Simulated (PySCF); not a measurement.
Question: Write Cartesian coordinates for 1,1-bromofluoroethene, `C=C(F)Br` as optimised with PBE0-D3(BJ)/def2-TZVP.

Answer: 
```
atom  x, y, z in Å
C1    -0.5491   -0.4535    0.3113
C2     0.3901    0.3593   -0.1275
F3     0.9171    1.3174    0.6183
Br4    1.1377    0.3156   -1.8452
H5    -0.9141   -0.3448    1.3241
H6    -0.9528   -1.2222   -0.3287
```

Any rigid rotation of these coordinates is as good. Atoms count from 1 in this order. The 4 heavy atoms lie in one plane (0.000 Å rms).

Bonds between heavy atoms (Å): C1=C2 1.317, C2–F3 1.324, C2–Br4 1.874.

Level of theory: PySCF 2.14.0, PBE0-D3(BJ)/def2-TZVP geometry optimisation, gas phase.

Point group: Cs (tolerance 0.08 Å). No frequency check.

***

Problem. Give a PBE0-D3(BJ)/def2-SVP geometry of InChI=1S/C3H7Br/c1-3(2)4/h3H,1-2H3.

Solution. 
Z-matrix in Å and degrees, rows numbered from 1:
```
C 
C   1  1.5127
C   2  1.5127  1  113.82
Br  2  1.9701  1  109.32  3  -122.54
H   1  1.1006  2  110.95  3    59.15
H   1  1.1029  2  109.40  3   -60.09
H   1  1.0986  2  111.59  3  -179.89
H   2  1.0994  1  110.35  3   124.72
H   3  1.1005  2  110.93  1   -58.96
H   3  1.1027  2  109.41  1    60.31
H   3  1.0987  2  111.60  1  -179.87
```

Theory: PBE0-D3(BJ)/def2-SVP geometry optimisation, gas phase in PySCF 2.14.0.

Point group: Cs (tolerance 0.08 Å). No frequency check.

Hardware: one thread, Arm Neoverse V1 (aarch64), no GPU, shared host with 32 logical CPUs at a one-minute load of 13. Cost: 36 s of wall time, 0.44 GiB resident at most. These figures are those of the optimisation.
